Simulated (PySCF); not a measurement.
borohydride (BH4), SMILES [BH4-], charge -1. Heavy atoms are numbered as in [BH4-:1]. Hydrogens are named by the atom that carries them.

The structure is a stationary point at ωB97X-D3(BJ)/def2-TZVPD.

Method: PySCF with PBE/pcSseg-2.

GIAO shieldings, no solvent; atoms alike by connectivity are averaged. δ = σ(ref) − σ: ¹¹B against BF3 (σ = 83.1 ppm); ¹H against TMS (σ = 31.47 ppm), references at their B3LYP-D3(BJ)/def2-TZVP geometries, non-relativistic.

Q: Estimate the chemical shifts. (Estimate from the structure and the level; the computed values follow.)

A: 
```csv
nucleus,atoms,count,δ (ppm)
¹¹B,B1 (BH4),1,-69.2
¹H,H on B1,4,-0.29
```
